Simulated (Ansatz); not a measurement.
Isolated molecules relaxed with PBE0-D4/def2-TZVP in Ansatz; ΔE leaves out vibrations. CCSD(T)/CBS adds triple-zeta CCSD(T) − MP2 to the extrapolated MP2 energy (def2 sets, frozen cores). Functionals use def2-TZVPP. For Ga outer-core shells are correlated without core-valence functions, which leaves a few kJ/mol of doubt a bond. Scalar relativity is left out up to krypton. Each species was taken in one conformer, which may not be the lowest.

Consider the formal exchange of groups at a Ga–O bond: `C[O][Ga]([NH2])[OH]` + `CC(O)(O)Cl` → `C[O][Ga]([NH2])[Cl]` + `CC(O)(O)O`.

Problem. Is it downhill or uphill in electronic energy at CCSD(T)/CBS, and by how much? (Estimate.)

Solution. Ansatz gave: Downhill: ΔE = -80.2 kJ/mol.

Problem. What do these levels give: PBE-D4, r2SCAN-D4, PBE0-D4, ωB97X-V, ωB97M-V, B2PLYP, HF/def2-TZVPP, CCSD/def2-TZVPP, CCSD(T)/def2-TZVPP, MP2/def2-QZVPP, SCS-MP2/def2-QZVPP, CCSD/CBS(def2)? (An estimate is asked.)

Solution. The calculation gave: PBE-D4 -78.1, r2SCAN-D4 -84.5, PBE0-D4 -87.8, ωB97X-V -86.7, ωB97M-V -86.4, B2PLYP -81.4, HF/def2-TZVPP -106.1, CCSD/def2-TZVPP -87.1, CCSD(T)/def2-TZVPP -83.5, MP2/def2-QZVPP -75.7, SCS-MP2/def2-QZVPP -77.1, CCSD/CBS(def2) -83.8 kJ/mol.

Largest T1 diagnostic among the species: 0.013.

From PBE to PBE0 (25 % exact exchange), in def2-TZVPP and without D4, ΔE moves by −9.5 kJ/mol. In def2-TZVPP, CCSD(T) changes the Hartree–Fock value by +22.6 kJ/mol (the triples alone add +3.6 kJ/mol) and MP2 by +28.0 kJ/mol.
